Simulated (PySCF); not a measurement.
# Te⁺ (tellurium, charge +1) across methods

[Kr] 4d10 5s2 5p3, high-spin 4S determinant. All numbers are calculated (PySCF 2.14, the spin-free X2C one-electron Hamiltonian (Gaussian nucleus), in aug-cc-pVQZ-DK3).

| method | E (hartree) | mean ε 5s α (eV) | mean ε 5s β (eV) | mean ε 5p α (eV) | Σ⟨r²⟩ (bohr²) | ⟨S²⟩ |
| --- | --- | --- | --- | --- | --- | --- |
| HSE06 | -6792.71 | -25.850 | -22.727 | -15.348 | 49.09 | 3.751 |
| PBE0 | -6792.79 | -26.335 | -23.013 | -15.793 | 49.02 | 3.751 |
| r2SCAN | -6793.14 | -25.041 | -21.957 | -14.982 | 48.95 | 3.751 |
| wB97M-V | -6792.66 | -28.984 | -25.354 | -17.871 | 49.23 | 3.751 |
| LDA | -6786.75 | -24.398 | -22.525 | -14.600 | 49.00 | 3.751 |
| BP86 | -6793.91 | -24.320 | -22.270 | -14.592 | 48.99 | 3.751 |
| UHF | -6790.30959 | -31.727 | -24.591 | -18.829 | 49.53 | 3.752 |
| PBE | -6792.71 | -24.225 | -22.033 | -14.529 | 49.10 | 3.751 |
